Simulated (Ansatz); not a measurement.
Geometry optimisation, RKS PBE/def2-SVP (Ansatz 0.2.0).

input.yaml

```yaml
crystal:
  periodic: [false, false, false]
  atoms:
    - { symbol: C, position_ang: [-0.7077, 0.1912, 1.2299] }
    - { symbol: O, position_ang: [-0.4791, 0.5602, -0.1255] }
    - { symbol: C, position_ang: [0.2549, -0.4657, -0.7285] }
    - { symbol: F, position_ang: [-0.4295, -1.5699, -0.9465] }
    - { symbol: Se, position_ang: [0.9703, 0.1548, -2.4408] }
    - { symbol: H, position_ang: [-1.3917, 1.0517, 1.6493] }
    - { symbol: H, position_ang: [-1.2943, -0.7172, 1.2997] }
    - { symbol: H, position_ang: [0.2157, 0.2036, 1.815] }
    - { symbol: H, position_ang: [1.1699, -0.7317, -0.0477] }
    - { symbol: H, position_ang: [1.7746, 1.2718, -1.702] }
basis:
  gaussian: { orbitals: def2-SVP }
hamiltonian:
  xc: pbe
relax:
  f_tol: 0.02
  max_steps: 50
```

Run as:

```bash
$ ansatz run input.yaml --threads 2 --pin off --max-ram 3072MiB --backend cpu --events-out ev --progress --plain --runs-dir out
```

Q: Where does it end, and by what steps?

A: The run converged. After 8 steps the energy has fallen by 0.356 eV; H10 moved furthest, 0.22 Å.

| step | energy less start (eV) | largest force component (eV/Å) | accepted |
| --- | --- | --- | --- |
| 0 | 0.0000 | 3.003 | yes |
| 1 | -0.2998 | 1.201 | yes |
| 2 | -0.3454 | 0.565 | yes |
| 3 | -0.3305 | 0.505 | no |
| 4 | -0.3533 | 0.168 | yes |
| 5 | -0.3546 | 0.068 | yes |
| 6 | -0.3553 | 0.075 | yes |
| 7 | -0.3558 | 0.037 | yes |
| 8 | -0.3560 | 0.012 | yes |

```xyz
10
Properties=species:S:1:pos:R:3
C -0.762 0.233 1.253
O -0.401 0.513 -0.101
C 0.352 -0.466 -0.687
F -0.396 -1.601 -0.958
Se 1.020 0.168 -2.448
H -1.305 1.119 1.631
H -1.423 -0.658 1.319
H 0.140 0.060 1.885
H 1.204 -0.790 -0.040
H 1.655 1.371 -1.852
```

Whether the end is a true minimum wasn't checked by a vibrational analysis.

The run took 25 s on 2 threads of Arm Neoverse V1, with other jobs on the host, peak memory 0.15 GiB.
